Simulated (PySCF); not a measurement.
**BrF: everyday levels beside a composite calculation**

PySCF; the state is a singlet (closed shell). The composite is CCSD(T) extrapolated to the basis-set limit from two correlation-consistent sets, with core-valence (CV) and scalar-relativistic (SR) terms as its label shows; it has no spin–orbit coupling and nothing beyond (T). Here it is CCSD(T)/CBS(TQ)+CV. It gives Re = 1.758 Å, ωe = 681 cm⁻¹ and De = 2.72 eV to Br + F.

| level | basis | relativity | Re (Å) | ωe (cm⁻¹) | De (eV) |
| --- | --- | --- | --- | --- | --- |
| RHF-MP2 | def2-TZVPP | no relativity | 1.759 | 693 | 2.76 |
| RHF-CCSD(T) | def2-SVP | no relativity | 1.801 | 629 | 2.09 |
| PBE | def2-SVP | no relativity | 1.801 | 641 | 3.03 |
| TPSS | pcseg-1 | no relativity | 1.822 | 639 | 2.74 |
| M06-L | def2-SVP | no relativity | 1.795 | 639 | 2.59 |
| TPSSh | def2-TZVPP | no relativity | 1.769 | 678 | 2.73 |
| r²SCANh | pcseg-1 | no relativity | 1.801 | 668 | 2.32 |
| PBE0 | def2-SVP | no relativity | 1.772 | 688 | 2.49 |
| CAM-B3LYP | def2-SVP | no relativity | 1.771 | 694 | 2.55 |
| ωB97M-V | def2-TZVPP | no relativity | 1.757 | 706 | 2.68 |

**Question.** Give the difference of each row from the composite.

**Answer.** 

```csv
level,basis,ΔRe (pm),Δωe (%),ΔDe (eV)
RHF-MP2,def2-TZVPP,+0.1,+1.8,+0.04
RHF-CCSD(T),def2-SVP,+4.3,-7.6,-0.63
PBE,def2-SVP,+4.3,-5.9,+0.31
TPSS,pcseg-1,+6.4,-6.2,+0.02
M06-L,def2-SVP,+3.7,-6.2,-0.13
TPSSh,def2-TZVPP,+1.1,-0.4,+0.01
r²SCANh,pcseg-1,+4.3,-1.9,-0.40
PBE0,def2-SVP,+1.4,+1.0,-0.23
CAM-B3LYP,def2-SVP,+1.3,+1.9,-0.17
ωB97M-V,def2-TZVPP,-0.1,+3.7,-0.04
```

**Question.** Which rows come closest in De?

**Answer.** TPSS in pcseg-1 (+0.02 eV); TPSSh in def2-TZVPP (+0.01 eV), counted from the composite.

Correlated steps freeze 10 core orbitals. Correlated levels converge slowly with the basis: in double zeta they bind strong bonds too weakly, by up to about 1 eV, and carry superposition errors of some tenths. Where the molecule has an RHF reference, its open-shell atoms are computed with UHF.
